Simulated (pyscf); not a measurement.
This saddle point was located with ωB97X-D3(BJ)/def2-SVP in PySCF.

```xyz
7

C     -1.2066    -0.0846     0.4385
C     -0.5397     0.7950    -0.3425
Cl    -1.6598    -0.9102    -1.9944
H     -2.2447     0.0907     0.7350
H     -0.7234    -0.9894     0.8179
H     -1.0177     1.7088    -0.7068
H      0.5038     0.6283    -0.6244
```
Charge 0, spin multiplicity 2.

Surface: doublet, charge 0. Lowest wavenumbers (cm⁻¹): 86i, 219, 298, 828, 974.

Problem. Which two sides does it connect, and which bonds change?

Solution. •H₂C–CH₂–Cl ⇌ •H₂C–CH₂–Cl, a group migration read from left to right: C–Cl broken and C–Cl formed. At CCSD(T)/def2-TZVPP + ΔMP2(QZVPP) it lies +46.9 kJ/mol from the left side and +46.9 kJ/mol from the right (each side as separated species at their lowest minima found). This is the saddle that the search found; another between the same sides may lie lower. The CCSD(T) − MP2 part came from Ansatz, without density fitting, on the same reference.
